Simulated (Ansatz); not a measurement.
`[OH][Al-]([OH])([OH])[SeH2+]`, charge 0, multiplicity 1.

**Question.** Give a relaxed structure at PBE0-D4/def2-TZVP (Ansatz). (Estimate.)

**Answer.** The calculation gave: 
Z-matrix (Å, degrees):
```
Al
O 1 1.709
O 1 1.710 2 119.4
O 1 1.710 2 118.0 3 -155.2
Se 1 2.674 2 95.6 3 100.3
H 2 0.955 1 120.7 3 145.3
H 3 0.955 1 120.9 2 -2.9
H 4 0.955 1 120.4 2 150.0
H 5 1.468 1 95.4 2 172.7
H 5 1.469 1 95.4 2 80.7
```
This is one stationary point; other conformers may exist.
